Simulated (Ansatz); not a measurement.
C₂H₁₀InN₃ (SMILES C[N](C)[In]([NH2])[NH2]), singlet, at a GFN2-xTB geometry (such geometries of metal compounds can be far from the true shape) (all electrons, no relativity), with bond 12-9 at 1.8 times its length; SC-NEVPT2/STO-3G, CASSCF(4,4) run with Ansatz (a program for electronic structure).

The Ansatz input:
Ansatz 0.2 input:
```yaml
crystal:
  periodic: [false, false, false]
  atoms:
    - {symbol: In, position_ang: [-0.39771596, -0.09206586, -0.30706638]}
    - {symbol: N, position_ang: [-0.97744247, -2.08189731, -0.34626571]}
    - {symbol: H, position_ang: [-1.76490668, -2.20083785, -0.97649681]}
    - {symbol: H, position_ang: [-1.27494098, -2.43876398, 0.55705850]}
    - {symbol: N, position_ang: [-0.75984939, 1.04735549, -1.99790308]}
    - {symbol: H, position_ang: [-0.59026909, 2.03828952, -1.85674705]}
    - {symbol: H, position_ang: [-1.72164608, 0.96146079, -2.31280695]}
    - {symbol: N, position_ang: [1.30822562, 0.37427301, 0.85495083]}
    - {symbol: C, position_ang: [1.58173523, -0.57546654, 1.90627858]}
    - {symbol: C, position_ang: [1.46290101, 1.73620922, 1.30596985]}
    - {symbol: H, position_ang: [2.64206859, -0.51431324, 2.17741875]}
    - {symbol: H, position_ang: [0.52189356, -0.25289261, 3.55153289]}
    - {symbol: H, position_ang: [1.37667826, -1.58150286, 1.53479405]}
    - {symbol: H, position_ang: [0.86912873, 1.96985336, 2.20447490]}
    - {symbol: H, position_ang: [2.51683892, 1.91501879, 1.54945876]}
    - {symbol: H, position_ang: [1.17784235, 2.41570742, 0.49982453]}
basis:
  gaussian:
    orbitals: STO-3G
magnetization: {spin_polarized: false}
correlation: {method: sc_nevpt2, electrons: all, active_space: {window: {electrons: 4, orbitals: 4}}}
```

### Question
Write the output that Ansatz gives for this input, abridged.

### Answer

```
Functional definition: HF
866 factors; integrals over basis functions are off by at most 5.7e-5 eV
mean field evaluation 1: about -161211.6644 eV, gradient 2.7e1 eV
mean field evaluation 2: about -161211.9167 eV, gradient 2.7e1 eV
mean field evaluation 4: about -161215.1054 eV, gradient 2.4e0 eV
mean field evaluation 8: about -161215.1417 eV, gradient 1.3e-3 eV
mean field -161215.14166138 eV, -5924.5471805081 hartree, gradient 7.6e-6 eV, S^2 0.000000; 0 other end points of the search recorded, 0 dependent functions left out; unrestricted orbitals would lower it
reference -161215.14166138 eV, -5924.5471805081 hartree; 46, 46 occupied and 16, 16 virtual orbitals, 866 factors
state -161217.75944888 eV, -5924.6433824242 hartree
state -161217.75944888 eV, -5924.6433824242 hartree; corrected -161224.94574210 eV, -5924.9074738288 hartree
state -161217.75902767 eV, -5924.6433669449 hartree
state -161217.75902767 eV, -5924.6433669449 hartree; corrected -161224.96185602 eV, -5924.9080660044 hartree
state -161217.75902767 eV, -5924.6433669449 hartree; corrected -161224.96185602 eV, -5924.9080660044 hartree
the orbitals are reached from a further start. From the first start the search ends at -161217.75933537 eV, -5924.6433782526 hartree
WARN: the results are in doubt because another end's mean lies 0.000 eV lower, and its corrected mean 0.016 eV higher
Total energy: -161224.96185602 eV, -5924.9080660044 hartree
In doubt: another end's mean lies 0.000 eV lower, and its corrected mean 0.016 eV higher
```
